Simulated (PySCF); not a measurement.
Compound: C3H7FOSi.
Bonds: C1–C2 (double), C2–C3, C3–F4, C2–O5, O5–Si6. Hydrogens: H7, H8 on C1; H9, H10 on C3; H11, H12, H13 on Si6.

Computed by this run: PySCF, PBE0-D3(BJ)/def2-SVP geometry optimisation, gas phase; density fitting, grid level 1; the optimiser is geomeTRIC in internal coordinates, started from a GFN2-xTB structure with every atom displaced at random (about 0.01 Å).

Step 12: E = -15846.0719 eV
```
atom  x, y, z in Å  |  force x, y, z in eV/Å
C1     -0.9388   -1.7616    0.5570   -0.005  -0.010  -0.019
C2     -0.2321   -0.7386    0.0787   -0.021   0.013   0.003
C3     -0.2029   -0.3485   -1.3716    0.019   0.031   0.038
F4     -0.9858   -1.1612   -2.1313   -0.019  -0.027  -0.024
O5      0.5661    0.0168    0.8728    0.044  -0.008   0.002
Si6     0.9028    1.6558    0.9004   -0.017   0.016  -0.013
H7     -0.9121   -2.0037    1.6203   -0.003   0.004  -0.007
H8     -1.5357   -2.3651   -0.1254    0.000  -0.005   0.006
H9     -0.5549    0.6959   -1.4871    0.004  -0.004  -0.002
H10     0.8387   -0.3877   -1.7415   -0.004  -0.007  -0.003
H11     1.5532    2.0941   -0.3727    0.008  -0.006   0.010
H12     1.8346    1.8500    2.0399   -0.007   0.003   0.006
H13    -0.3521    2.4428    1.0927   -0.001  -0.001   0.002
```

Step 13: E = -15846.0725 eV
```
atom  x, y, z in Å  |  force x, y, z in eV/Å
C1     -0.9495   -1.7357    0.5629   -0.015  -0.027  -0.016
C2     -0.2180   -0.7387    0.0679   -0.005   0.016   0.017
C3     -0.1889   -0.3627   -1.3860    0.043   0.050   0.053
F4     -0.9850   -1.1717   -2.1349   -0.030  -0.034  -0.036
O5      0.6121    0.0004    0.8465    0.036   0.036  -0.016
Si6     0.8979    1.6499    0.9093   -0.021  -0.005  -0.015
H7     -0.9203   -1.9678    1.6286   -0.001   0.004  -0.015
H8     -1.5681   -2.3304   -0.1081    0.001   0.000   0.010
H9     -0.5259    0.6857   -1.5111   -0.001  -0.011   0.000
H10     0.8519   -0.4184   -1.7564   -0.011  -0.015  -0.007
H11     1.5047    2.1426   -0.3655    0.012  -0.013   0.012
H12     1.8481    1.8459    2.0331   -0.005   0.001   0.006
H13    -0.3780    2.3896    1.1457   -0.003  -0.004   0.007
```

Step 14: E = -15846.0743 eV
```
atom  x, y, z in Å  |  force x, y, z in eV/Å
C1     -0.9562   -1.6916    0.5742   -0.021  -0.033  -0.008
C2     -0.1922   -0.7360    0.0482    0.018   0.000   0.042
C3     -0.1738   -0.3856   -1.4118    0.055   0.054   0.044
F4     -1.0027   -1.1850   -2.1357   -0.031  -0.030  -0.036
O5      0.6895   -0.0207    0.7951   -0.003   0.093  -0.044
Si6     0.8904    1.6401    0.9244   -0.013  -0.041  -0.009
H7     -0.9161   -1.9083    1.6430    0.003   0.006  -0.018
H8     -1.6129   -2.2715   -0.0735    0.003   0.006   0.007
H9     -0.4825    0.6696   -1.5522   -0.004  -0.012   0.005
H10     0.8605   -0.4762   -1.7932   -0.015  -0.022  -0.007
H11     1.4560    2.2156   -0.3343    0.015  -0.015   0.010
H12     1.8422    1.8399    2.0463   -0.002   0.004   0.005
H13    -0.4212    2.2986    1.2014   -0.004  -0.010   0.010
```

Step 15: E = -15846.0756 eV
```
atom  x, y, z in Å  |  force x, y, z in eV/Å
C1     -0.9580   -1.6223    0.5895   -0.021  -0.025   0.006
C2     -0.1595   -0.7250    0.0145    0.047  -0.030   0.049
C3     -0.1565   -0.4250   -1.4562    0.036   0.039   0.007
F4     -1.0342   -1.2129   -2.1366   -0.015  -0.011  -0.016
O5      0.7815   -0.0305    0.7111   -0.068   0.107  -0.056
Si6     0.8782    1.6288    0.9535    0.008  -0.066   0.001
H7     -0.9033   -1.8075    1.6635    0.008   0.006  -0.014
H8     -1.6585   -2.1899   -0.0224    0.002   0.016   0.002
H9     -0.4229    0.6368   -1.6284    0.004  -0.010   0.012
H10     0.8649   -0.5740   -1.8526   -0.010  -0.019  -0.004
H11     1.3897    2.3215   -0.2684    0.008  -0.008   0.003
H12     1.8315    1.8164    2.0767    0.002   0.012   0.002
H13    -0.4718    2.1727    1.2877   -0.001  -0.010   0.008
```

Q: Estimate the geometry and energy of step 16. (The exact step hangs on the optimiser's Hessian estimate; all steps are aligned on step 15, rigid shifts and turns removed.)

A: E = -15846.0799 eV, largest force 0.252 eV/Å
```
atom  x, y, z in Å  |  force x, y, z in eV/Å
C1     -0.9488   -1.4343    0.6136   -0.033  -0.010   0.021
C2     -0.1021   -0.6752   -0.0790    0.128  -0.103   0.032
C3     -0.1251   -0.5356   -1.5722   -0.025  -0.004  -0.055
F4     -1.0847   -1.3227   -2.1408    0.037   0.029   0.032
O5      0.9284    0.0104    0.4958   -0.181   0.145  -0.096
Si6     0.8463    1.5994    1.0414    0.058  -0.072   0.024
H7     -0.8679   -1.5103    1.6992    0.007  -0.008   0.001
H8     -1.7177   -2.0020    0.0903   -0.012   0.036  -0.004
H9     -0.3148    0.5183   -1.8550    0.016  -0.011   0.038
H10     0.8675   -0.8092   -1.9727    0.003  -0.018  -0.004
H11     1.1988    2.5560   -0.0514   -0.012  -0.012  -0.004
H12     1.8397    1.7152    2.1407    0.004   0.021   0.007
H13    -0.5387    1.8791    1.5223    0.009   0.006   0.008
```

The energy changes by -0.0043 eV. The first-order estimate −F·Δx gives -0.0080 eV and the mean of the old and new forces, exact on a quadratic surface, -0.0045 eV. The step makes an angle of 87° with the force vector and moves no atom by more than 0.382 Å.

What follows is the cost of the whole optimisation. The run took 2.9 min of wall time on one thread, Arm Neoverse V2 (aarch64), shared host with 192 logical CPUs at a one-minute load of 86, and the process peaked at 0.50 GiB of memory.
